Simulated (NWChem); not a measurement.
Species: C₂H₅BO₃; SMILES COB(O)C=O

```xyz
11

C     -0.7644     2.1170     0.0000
O      0.4443     1.3763     0.0000
B      0.4754     0.0161     0.0000
O      1.6699    -0.6315     0.0000
C     -0.8128    -0.9751     0.0000
O     -0.5991    -2.1848     0.0000
H     -0.5067     3.1943     0.0000
H     -1.3808     1.9127    -0.9026
H     -1.3808     1.9127     0.9026
H      1.4570    -1.5935     0.0000
H     -1.8862    -0.6085     0.0000
```
Atoms are numbered in this order, from 1.

Level: PBE-D3(BJ)/def2-SVP (NWChem), optimised geometry, unscaled harmonic frequencies. 

Task: List the harmonic frequencies with IR intensities, and the thermochemistry.

Result: 
```json
[
 {"frequency (cm⁻¹)": "47", "IR intensity (km/mol)": "0.0"},
 {"frequency (cm⁻¹)": "134", "IR intensity (km/mol)": "0.4"},
 {"frequency (cm⁻¹)": "161", "IR intensity (km/mol)": "13.2"},
 {"frequency (cm⁻¹)": "177", "IR intensity (km/mol)": "5.5"},
 {"frequency (cm⁻¹)": "252", "IR intensity (km/mol)": "22.5"},
 {"frequency (cm⁻¹)": "440", "IR intensity (km/mol)": "13.0"},
 {"frequency (cm⁻¹)": "472", "IR intensity (km/mol)": "11.9"},
 {"frequency (cm⁻¹)": "519", "IR intensity (km/mol)": "7.2"},
 {"frequency (cm⁻¹)": "715", "IR intensity (km/mol)": "74.1"},
 {"frequency (cm⁻¹)": "759", "IR intensity (km/mol)": "15.2"},
 {"frequency (cm⁻¹)": "923", "IR intensity (km/mol)": "13.2"},
 {"frequency (cm⁻¹)": "977", "IR intensity (km/mol)": "33.5"},
 {"frequency (cm⁻¹)": "1121", "IR intensity (km/mol)": "150.1"},
 {"frequency (cm⁻¹)": "1132", "IR intensity (km/mol)": "0.1"},
 {"frequency (cm⁻¹)": "1164", "IR intensity (km/mol)": "124.2"},
 {"frequency (cm⁻¹)": "1293", "IR intensity (km/mol)": "80.1"},
 {"frequency (cm⁻¹)": "1362", "IR intensity (km/mol)": "46.0"},
 {"frequency (cm⁻¹)": "1407", "IR intensity (km/mol)": "141.8"},
 {"frequency (cm⁻¹)": "1420", "IR intensity (km/mol)": "3.5"},
 {"frequency (cm⁻¹)": "1432", "IR intensity (km/mol)": "6.0"},
 {"frequency (cm⁻¹)": "1505", "IR intensity (km/mol)": "293.8"},
 {"frequency (cm⁻¹)": "1717", "IR intensity (km/mol)": "55.5"},
 {"frequency (cm⁻¹)": "2768", "IR intensity (km/mol)": "132.2"},
 {"frequency (cm⁻¹)": "2943", "IR intensity (km/mol)": "58.2"},
 {"frequency (cm⁻¹)": "3023", "IR intensity (km/mol)": "29.9"},
 {"frequency (cm⁻¹)": "3063", "IR intensity (km/mol)": "18.9"},
 {"frequency (cm⁻¹)": "3561", "IR intensity (km/mol)": "101.4"}
]
```

```
Property                                                                           Result
-----------------------------------------------------------------------  ----------------
zero-point energy                                                           49.3 kcal/mol
thermal correction to the enthalpy at 298.15 K (with zero-point energy)     54.4 kcal/mol
heat capacity Cv                                                         23.1 cal/(mol K)
entropy at 298.15 K and 1 atm (symmetry number 1)                        83.8 cal/(mol K)
dipole moment                                                                      2.58 D
```

Rigid rotor and harmonic oscillator; modes under 100 cm⁻¹ make the entropy uncertain.
